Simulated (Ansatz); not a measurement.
Compare A (`CO[Si](N)(O)[SiH3]`) with its isomer B (`C[Si](N)(O)O[SiH3]`).

Isolated molecules relaxed with PBE0-D4/def2-TZVP in Ansatz; ΔE leaves out vibrations. CCSD(T)/CBS is the MP2 limit (def2-TZVPP, def2-QZVPP) plus CCSD(T) − MP2 in def2-TZVPP, frozen cores. DFT in def2-TZVPP. B3LYP here is the variant with VWN-RPA as its local correlation; programs differ in this. One conformer a species, not always the lowest.

(1) Which isomer does CCSD(T)/CBS put lower? Give the gap. (Estimate.)

(2) Give E(B) − E(A) in kcal/mol with HF/def2-TZVPP, B3LYP-D4, PBE-D4, MP2/def2-TZVPP, CCSD/def2-TZVPP, B3LYP, PBE0-D4. (Estimate.)

Largest T1 diagnostic: 0.012.

Results:

(1) The calculation gave: B, by 52.9 kcal/mol.

(2) Computed: HF/def2-TZVPP -56.1, B3LYP-D4 -50.6, PBE-D4 -45.1, MP2/def2-TZVPP -55.4, CCSD/def2-TZVPP -53.1, B3LYP -50.5, PBE0-D4 -48.1. None reverses the order clearly.

From PBE to PBE0 (25 % exact exchange), in def2-TZVPP and without D4, E(B) − E(A) moves by −3.1 kcal/mol. In def2-TZVPP, CCSD(T) changes the Hartree–Fock value by +3.8 kcal/mol (the triples alone add +0.8 kcal/mol) and MP2 by +0.7 kcal/mol.
